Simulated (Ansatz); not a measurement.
Input for Ansatz (a program for electronic structure): R-CCSD(T)/cc-pV(T+d)Z on BH5O2Si (SMILES OBO[SiH3]). Files ending in .json are basis or fitting sets from the Basis Set Exchange.

Ansatz 0.2 input:
```yaml
crystal:
  periodic: [false, false, false]
  atoms:
    - {symbol: O, position_ang: [-2.30962077, 0.90192379, 0.10738412]}
    - {symbol: B, position_ang: [-0.98593700, 0.79722804, 0.38524728]}
    - {symbol: O, position_ang: [-0.25989173, -0.25133909, -0.09909545]}
    - {symbol: Si, position_ang: [1.32471257, -0.70975715, 0.01896959]}
    - {symbol: H, position_ang: [-2.63465129, 0.17793084, -0.44220018]}
    - {symbol: H, position_ang: [-0.48791959, 1.64577405, 1.06038690]}
    - {symbol: H, position_ang: [2.07719356, 0.24273135, 0.86639526]}
    - {symbol: H, position_ang: [1.90319902, -0.74222511, -1.34087078]}
    - {symbol: H, position_ang: [1.37291525, -2.06226673, 0.61299826]}
basis:
  gaussian:
    orbitals: cc-pV_T+d_Z.json
magnetization: {spin_polarized: false}
correlation: {method: ccsd_t, electrons: outside_noble_gas}
scf: {lower_state_search: off}
```

The head of its log:

```
WARN ansatz: RAYON_NUM_THREADS=2 ignored (pool sized by the plan → 2); use --threads N
Functional definition: HF
these checks for a lower state are left out or cut short: stability, starts, cluster_reference, orbital_swaps, neighbouring_geometries, increment
integrals: 0.80 GiB planned
1166 factors; integrals over basis functions are off by at most 1.0e-3 eV
mean field: 0.67 GiB planned
mean field evaluation 1: about -12689.7755 eV, gradient 4.4e1 eV
mean field evaluation 2: about -12689.9707 eV, gradient 4.5e1 eV
mean field evaluation 4: about -12693.8327 eV, gradient 3.3e0 eV
mean field evaluation 8: about -12693.8790 eV, gradient 2.6e-1 eV
mean field -12693.87915163 eV, -466.4914546022 hartree, gradient 1.1e-6 eV, S^2 0.000000; 0 other end points of the search recorded, 0 dependent functions left out
8 core orbitals not correlated
reference -12693.87915163 eV, -466.4914546022 hartree; 12, 12 occupied and 179, 179 virtual orbitals, 1166 factors
```

**Question.** What total energy does the run end on?

**Answer.** -467.2486 hartree (reference determinant -466.4915, T1 diagnostic 0.013).
